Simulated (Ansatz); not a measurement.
These are frozen-core CCSD(T)/cc-pVTZ // ωB97X-D3(BJ)/def2-TZVP (Ansatz, an electronic-structure program) values and carry that method's errors.

Ansatz 0.2 input:
```yaml
crystal:
  periodic: [false, false, false]
  atoms:
    - { symbol: F, position_ang: [-1.691855, -1.728539, 1.092508] }
    - { symbol: Si, position_ang: [-0.889285, -0.972758, -0.076123] }
    - { symbol: Si, position_ang: [-0.30228, 1.254177, -0.064681] }
    - { symbol: Si, position_ang: [1.344139, -0.420754, -0.003521] }
    - { symbol: H, position_ang: [-1.349832, -1.464053, -1.393971] }
    - { symbol: H, position_ang: [-0.342695, 1.992558, 1.218422] }
    - { symbol: H, position_ang: [-0.595758, 2.116627, -1.232122] }
    - { symbol: H, position_ang: [2.017619, -0.426594, 1.315578] }
    - { symbol: H, position_ang: [2.257304, -0.768218, -1.116124] }
basis:
  gaussian: { orbitals: cc-pVTZ }
correlation:
  method: ccsd_t
```

Output:

```
Functional definition: HF
1174 factors; integrals over basis functions are off by at most 1.1e-3 eV
mean field evaluation 1: about -26371.3286 eV, gradient 2.8e1 eV
mean field evaluation 2: about -26371.6569 eV, gradient 2.8e1 eV
mean field evaluation 4: about -26374.0165 eV, gradient 3.3e0 eV
mean field evaluation 8: about -26374.0855 eV, gradient 1.4e-1 eV
mean field evaluation 16: about -26373.1084 eV, gradient 1.8e1 eV
mean field -26374.08570997 eV, -969.2297728442 hartree, gradient 6.0e-6 eV, S^2 0.000000; 0 other end points of the search recorded, 0 dependent functions left out
16 core orbitals not correlated
reference -26374.08570997 eV, -969.2297728442 hartree; 12, 12 occupied and 174, 174 virtual orbitals, 1174 factors
second order -16.61721780 eV of doubles, -0.00000000 eV of singles
cycle   1  -17.40374676 eV  change   -7.9e-1 eV  update   1.0e-1
cycle   2  -17.90205966 eV  change   -5.0e-1 eV  update   3.3e-2
cycle   3  -18.00455483 eV  change   -1.0e-1 eV  update   1.8e-2
cycle   4  -17.99484408 eV  change    9.7e-3 eV  update   4.5e-3
cycle   5  -17.99226117 eV  change    2.6e-3 eV  update   1.9e-3
cycle   6  -17.99246230 eV  change   -2.0e-4 eV  update   6.9e-4
cycle   7  -17.99210895 eV  change    3.5e-4 eV  update   2.8e-4
cycle   8  -17.99208813 eV  change    2.1e-5 eV  update   1.2e-4
cycle   9  -17.99217218 eV  change   -8.4e-5 eV  update   5.7e-5
cycle  10  -17.99216433 eV  change    7.9e-6 eV  update   2.4e-5
perturbative correction -0.67726365 eV, -0.0248889800 hartree
Total energy: -26392.75513795 eV, -969.9158616678 hartree
```

Cost: about 2.3 core-minutes (a rough figure).
